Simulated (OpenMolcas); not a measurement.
An OpenMolcas run meant for Os IV (ANO-R1, X2C; inactive shells 1s 2s 2p 3s 3p 3d 4s 4p 4d 4f 5s 5p; intended active space 5 electrons in 5 orbitals (5d)). One step of its input:

```
&RASSCF
FileOrb=start.orb
Symmetry=1
Spin=6
nActEl=5 0 0
Inactive=15 19
Ras2=5 0
CIRoot=6 6 1
SDav=1
CIMx=300
Iter=81 100
PrWF=0.3
OrbListing=Nothing
MaxOrb=0
Atom
>>> COPY $Project.JobIph JOB001
```

Lines from the output:

```
...
      Number of secondary orbitals              17
      Spin quantum number                      2.5
      State symmetry                             1
Orbital specifications:
      -----------------------

      Symmetry species                           1   2
                                                ag  au
      Frozen orbitals                            0   0
      Inactive orbitals                         15  19
      Active orbitals                            5   0
      RAS1 orbitals                              0   0
      RAS2 orbitals                              5   0
      RAS3 orbitals                              0   0
      Secondary orbitals                         7  10
      Deleted orbitals                           0   0
      Number of basis functions                 27  29
      Number of CSFs                             1
      Number of root(s) required                 6
 ************ ERROR ***********
  You can't ask for more roots
  than there are configurations
 ******************************
--- Stop Module: rasscf at  /rc=_RC_INPUT_ERROR_ ---
.####################.
.# User input error #.
.####################.
```

What is wrong with the input?

CIRoot asks for more roots than the active space has configuration state functions.
